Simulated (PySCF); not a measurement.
# The third ionisation energy along group 13

Calculated with PySCF 2.14 from differences of total energies of unrestricted determinants, without spin-orbit coupling. Values in eV. The last column holds reference values (NIST; (s) semi-empirical, (t) theoretical, else measured). Unmarked ones compare directly (S terms, centres of terms, or small fine structure); those marked * lie between the lowest fine-structure levels and include a spin-orbit shift.

```json
{"element": "B (aug-cc-pVDZ-DK, spin-free X2C)", "configurations": "[He] 2s1 → 1s2", "UHF": "37.733", "LDA": "37.761", "PBE": "38.158", "PBE0": "38.115", "r2SCAN": "37.758", "reference": "37.931"}
{"element": "Al (aug-cc-pVDZ-DK, spin-free X2C)", "configurations": "[Ne] 3s1 → [Ne]", "UHF": "28.058", "LDA": "28.768", "PBE": "28.783", "PBE0": "28.663", "r2SCAN": "28.365", "reference": "28.448"}
{"element": "Ga (aug-cc-pVDZ-DK, spin-free X2C)", "configurations": "[Ar] 3d10 4s1 → [Ar] 3d10", "UHF": "29.695", "LDA": "31.820", "PBE": "31.505", "PBE0": "31.155", "r2SCAN": "31.255", "reference": "30.726"}
```

```json
{"method": "UHF", "elements": "3", "mean error (eV)": "-0.539", "mean absolute error (eV)": "0.539", "largest error (eV)": "-1.031"}
{"method": "LDA", "elements": "3", "mean error (eV)": "0.415", "mean absolute error (eV)": "0.528", "largest error (eV)": "1.094"}
{"method": "PBE", "elements": "3", "mean error (eV)": "0.447", "mean absolute error (eV)": "0.447", "largest error (eV)": "0.779"}
{"method": "PBE0", "elements": "3", "mean error (eV)": "0.276", "mean absolute error (eV)": "0.276", "largest error (eV)": "0.430"}
{"method": "r2SCAN", "elements": "3", "mean error (eV)": "0.091", "mean absolute error (eV)": "0.261", "largest error (eV)": "0.529"}
```

Errors include the incompleteness of the basis and the frozen core.
